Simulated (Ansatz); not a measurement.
Job for Ansatz (a program for electronic structure): R-BHLYP/def2-TZVPPD on HCl (SMILES Cl). The basis file is the Basis Set Exchange's JSON of that set.

Ansatz 0.2 input:
```yaml
crystal:
  periodic: [false, false, false]
  atoms:
    - {symbol: Cl, position_ang: [-0.00000000, -0.00000000, 0.64100645]}
    - {symbol: H, position_ang: [0.00000000, 0.00000000, -0.64100645]}
basis:
  gaussian:
    orbitals: def2-TZVPPD.json
hamiltonian:
  xc: {name: BHLYP}
scf: {lower_state_search: off}
```

The log:

```
WARN ansatz: RAYON_NUM_THREADS=1 ignored (pool sized by the plan → 1); use --threads N
Functional definition: BHLYP
these checks for a lower state are left out or cut short: stability, starts, cluster_reference, orbital_swaps, neighbouring_geometries, increment
integrals: 0.01 GiB planned
414 factors; their error is unknown
mean field: 0.12 GiB planned
mean field evaluation 1: about -12539.1731 eV, gradient 9.4e0 eV
mean field evaluation 2: about -12539.3290 eV, gradient 7.1e0 eV
mean field evaluation 4: about -12539.4238 eV, gradient 1.7e-1 eV
mean field evaluation 8: about -12539.5013 eV, gradient 1.2e-3 eV
mean field -12539.50133124 eV, -460.8181743438 hartree, gradient 5.1e-6 eV, S^2 0.000000; 0 other end points of the search recorded, 0 dependent functions left out
reference -12539.50146401 eV, -460.8181792228 hartree; 9, 9 occupied and 59, 59 virtual orbitals, 414 factors
Total energy: -12539.50146401 eV, -460.8181792228 hartree
Checks for a lower state left out: stability, starts, cluster_reference, orbital_swaps, neighbouring_geometries, increment
```

Self-consistency was reached.

Cost: about 0.5 core-seconds (a rough figure).
